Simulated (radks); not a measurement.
Question: Species: Yb66+. Configuration: [He] 2s2. Method: Dirac Kohn-Sham, PBEsol, spin-unpolarised, spherical densities, point nucleus; computed with a radial shooting solver on a logarithmic mesh with Libxc functionals. Some entries of the table are withheld. Estimate them.

orbital,occ.,eigenvalue (eV),<r^2> (bohr^2)
1s1/2,2,-68992.44,0.0005251
2s1/2,2,(1),(2)
2p1/2,0,(3),(4)
2p3/2,0,(5),(6)
3s1/2,0,(7),0.03884

Answer: 
(1) 2s1/2 eigenvalue (eV): -16966.51
(2) 2s1/2 <r^2> (bohr^2): 0.007407
(3) 2p1/2 eigenvalue (eV): -16768.06
(4) 2p1/2 <r^2> (bohr^2): 0.005203
(5) 2p3/2 eigenvalue (eV): -15582.32
(6) 2p3/2 <r^2> (bohr^2): 0.006219
(7) 3s1/2 eigenvalue (eV): -7282.725
